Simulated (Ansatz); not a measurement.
Basis-set series for `[O]=[W]([OH])([OH])([OH])[F]`. Total charge 0; spin multiplicity 1. W: def2 effective core potential. All single points use the PBE0-D4/def2-TZVP geometry. It is one conformer, not always the lowest.

| functional | basis | functions | energy (Eh) | HOMO (eV) | LUMO (eV) |
| --- | --- | --- | --- | --- | --- |
| PBE0-D4 | def2-SVP | 117 | -469.11999 | -9.44 | -2.76 |
| PBE0-D4 | def2-QZVPP | 456 | -469.67052 | -9.60 | -2.78 |
| ωB97M-V | def2-SVP | 117 | -469.32443 | -11.86 | -0.56 |
| ωB97M-V | def2-QZVPP | 456 | -469.88604 | -12.01 | -0.61 |

(1) Give the rows for def2-TZVPP. (Best estimate.)

## Answers

(1) Ansatz gave: 
| functional | basis | functions | energy (Eh) | HOMO (eV) | LUMO (eV) |
| --- | --- | --- | --- | --- | --- |
| PBE0-D4 | def2-TZVPP | 253 | -469.64763 | -9.56 | -2.73 |
| ωB97M-V | def2-TZVPP | 253 | -469.86437 | -11.96 | -0.54 |
